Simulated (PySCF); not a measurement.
**Cr⁺ (chromium, charge +1): UHF calculation**

Configuration: [Ar] 3d5, high-spin 6S determinant. All numbers are calculated (PySCF 2.14, scalar relativity by spin-free X2C-1e, in jorge-DZP-DKH).

```
Total energy                        : -1049.392057 hartree
One-electron energy                 : -1441.3375 hartree
Hartree (Coulomb) energy            : 440.0338 hartree
Exchange energy                     : -48.0884 hartree
⟨S²⟩                                : 8.7501
⟨L²⟩                                : 0.000
Sum of ⟨r⟩                          : 16.58 bohr
Sum of ⟨r²⟩                         : 20.92 bohr²
Langevin diamagnetic susceptibility : -16.6 ×10⁻⁶ cm³/mol
Time after the integrals            : 0.16 s of wall time on 1 thread of Neoverse-N1 (shared host)
```

| shell | electrons | mean orbital energy (hartree) | rms radius, mean of both spins (bohr) |
| --- | --- | --- | --- |
| 1s β | 1 | -222.30142 | 0.0734 |
| 1s α | 1 | -222.29787 | 0.0734 |
| 2s α | 1 | -26.86418 | 0.316 |
| 2s β | 1 | -26.76762 | 0.316 |
| 2p α | 3 | -22.51015 | 0.287 |
| 2p β | 3 | -22.41522 | 0.287 |
| 3s α | 1 | -3.78135 | 0.974 |
| 3s β | 1 | -3.43506 | 0.974 |
| 3p α | 3 | -2.54876 | 1.06 |
| 3p β | 3 | -2.12247 | 1.06 |
| 3d α | 5 | -0.64191 | 1.52 |

Densities and radii are taken from the X2C orbitals without a picture-change correction, which distorts them close to the nucleus.
